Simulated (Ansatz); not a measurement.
One change: `[F][InH][SH]` becomes `[F][InH][F]`.

Ansatz, PBE0-D4/def2-TZVP geometries, multiplicity 1. Each molecule was computed in one conformer, which needn't be the lowest.

Elements past krypton have def2 core potentials.

```csv
property,`[F][InH][SH]`
HOMO–LUMO gap (PBE0/def2-TZVPP) / eV,6.33
HOMO energy (PBE0/def2-TZVPP) / eV,-7.88
HOMO–LUMO gap (B3LYP/def2-TZVPP) / eV,5.81
LUMO energy (PBE/def2-TZVPP) / eV,-2.24
LUMO energy (PBE0/def2-TZVPP) / eV,-1.55
HOMO–LUMO gap (PBE/def2-TZVPP) / eV,4.43
```

What does the change do to each property? (An estimate is asked.)

The calculation gave: 
```csv
property,`[F][InH][F]`,shift
HOMO–LUMO gap (PBE0/def2-TZVPP) / eV,8.10,1.77
HOMO energy (PBE0/def2-TZVPP) / eV,-9.95,-2.07
HOMO–LUMO gap (B3LYP/def2-TZVPP) / eV,7.48,1.67
LUMO energy (PBE/def2-TZVPP) / eV,-2.79,-0.55
LUMO energy (PBE0/def2-TZVPP) / eV,-1.86,-0.31
HOMO–LUMO gap (PBE/def2-TZVPP) / eV,5.44,1.01
```

With PBE0 the HOMO falls by 2.07 eV and the LUMO falls by 0.31 eV, so the gap widens by about 1.76 eV. PBE moves the HOMO by -1.56 eV and ωB97M-V by -2.24 eV. The zero-point energy changes by -20.1 kJ/mol with -3 modes.

B3LYP here is the variant with VWN-RPA as its local correlation; programs differ in this.
